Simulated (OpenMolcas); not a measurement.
An atom or ion with 5 electrons was computed by XMS-CASPT2, IPEA 0.25 Eh, imaginary shift 0.1 Eh with spin-orbit coupling (OpenMolcas, ANO-RCC-VTZP, DKH2). The lowest levels that the run gave, each within 12 % of the measured value where one is at hand:

| J | Parity | E (cm⁻¹) | g |
| --- | --- | --- | --- |
| 1/2 | odd | 0.0 | 0.666 |
| 3/2 | odd | 701 | 1.334 |
| 1/2 | even | 85520 | 2.671 |
| 3/2 | even | 85780 | 1.735 |
| 5/2 | even | 86200 | 1.601 |
| 3/2 | even | 154180 | 0.800 |
| 5/2 | even | 154180 | 1.200 |
| 1/2 | even | 200430 | 2.002 |
| 1/2 | even | 217700 | 0.667 |
| 3/2 | even | 218180 | 1.334 |
| 3/2 | odd | 277330 | 2.002 |

Problem. Which ion is it, and what are the configurations and terms?

Solution. F⁴⁺ (Z = 9, charge +4; active space 3 electrons in 4 orbitals (2s 2p)). J, parity and g give the terms where levels are pure, and mixed ones are named by the computed weights; the size of the splittings, set against known spectra of the 5-electron sequence, gives the charge. In order, with the measured energies in cm⁻¹ (Moore, Atomic Energy Levels, vol. I, NSRDS-NBS 35 (1971 reprint of NBS Circular 467, 1949)): 2s² 2p ²P°_1/2, 2s² 2p ²P°_3/2 (746), 2s 2p² ⁴P_1/2, 2s 2p² ⁴P_3/2, 2s 2p² ⁴P_5/2, 2s 2p² ²D_3/2 (152898), 2s 2p² ²D_5/2 (152876), 2s 2p² ²S_1/2 (197565), 2s 2p² ²P_1/2 (214881), 2s 2p² ²P_3/2 (215348), 2p³ ⁴S°_3/2.

CASPT2 does not keep the components of a term degenerate, so their means are used; among the terms shown or strongly mixed into the levels shown the widest spread is 210 cm-1 (2s 2p² ²D). Measured partners are found by configuration, term and J. A level has none where our copy of the source lacks it or the pairing is in doubt (some pairs that miss far off the trend of their configuration count as doubtful), and it then counts in no deviation. Only configurations of the active space appear.

° marks odd parity.
